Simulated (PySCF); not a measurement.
Two species compared at the same levels of theory.

First species: C₆H₉ClSi.
SMILES: `C=C=C1CCC[Si@@H]1Cl`

Second species: C4H6F2O2Si.
Cartesian coordinates in Å at the GFN2-xTB level; atoms count from 1:
```
atom  x, y, z in Å
O1     2.8230    0.5185   -1.1492
C2     2.3074    0.9229   -0.1390
O3     2.8864    1.8416    0.6383
Si4    0.6221    0.3624    0.5997
F5     1.0055   -0.7311    1.7289
C6    -0.4058   -0.5322   -0.7277
C7    -1.5690   -1.2384   -0.1178
C8    -2.7787   -0.7207   -0.0104
F9    -3.0651    0.5136   -0.4762
H10    3.7567    2.1037    0.2875
H11   -0.0088    1.4406    1.3370
H12   -0.7629    0.1917   -1.4607
H13    0.2270   -1.2503   -1.2528
H14   -1.3999   -2.2212    0.2906
H15   -3.6424   -1.1932    0.4299
```

Levels: CAM-B3LYP/def2-SVPD for HOMO energy, LUMO energy, HOMO–LUMO gap and static isotropic polarisability; TDDFT CAM-B3LYP/def2-SVPD for lowest singlet excitation; TDA CAM-B3LYP/def2-SVPD for lowest triplet excitation (Tamm–Dancoff). Geometries: GFN2-xTB. All species are isolated and taken at one optimised geometry, non-relativistic unless stated; the electronic structure was computed with PySCF and density fitting.

Dipoles, sizes and rotational constants follow the conformer. The torsions of the flexible species, by atom-mapped SMILES:
- `[O:1]=[C:2]([OH:3])[Si@H:4]([F:5])[CH2:6]/[CH:7]=[CH:8]\[F:9]`: O1–C2–Si4–F5 98°, C2–Si4–C6–C7 167°, Si4–C6–C7–C8 94°, H–O3–C2–O1 -1°

The conformers of `C=C=C1CCC[Si@@H]1Cl` aren't listed.

Values for the first species:

| Item | Value |
| --- | --- |
| HOMO energy | -8.52 eV |
| LUMO energy | 0.58 eV |
| HOMO–LUMO gap | 9.10 eV |
| Lowest singlet excitation | 5.34 eV |
| Lowest triplet excitation (Tamm–Dancoff) | 4.30 eV |
| Static isotropic polarisability | 110.4 au |

**Question.** Estimate the same properties for the second species, and the change in each.

**Answer.** 
```
                                property     first    second  second less first
                             HOMO energy  -8.52 eV  -8.79 eV           -0.27 eV
                             LUMO energy   0.58 eV  -0.23 eV           -0.81 eV
                           HOMO–LUMO gap   9.10 eV   8.56 eV           -0.54 eV
               lowest singlet excitation   5.34 eV   4.88 eV           -0.46 eV
lowest triplet excitation (Tamm–Dancoff)   4.30 eV   4.23 eV           -0.07 eV
         static isotropic polarisability  110.4 au   80.6 au           -29.8 au
```

On the first: The polarisability is 16.37 Å³ as a volume (1 au = 0.148185 Å³), or 1.45 au for each of the 76 electrons. The vertical singlet–triplet gap S1 − T1 is 1.04 eV (TDDFT singlet less Tamm–Dancoff triplet; S1: HOMO→LUMO, weight 0.81; T1: HOMO−1→LUMO, weight 0.67).

On the second: In wavenumbers S1 is 39300 cm⁻¹ (1 eV = 8065.54 cm⁻¹). The principal polarisabilities are 64.8, 74.1 and 103.1 au; their mean is the isotropic value.
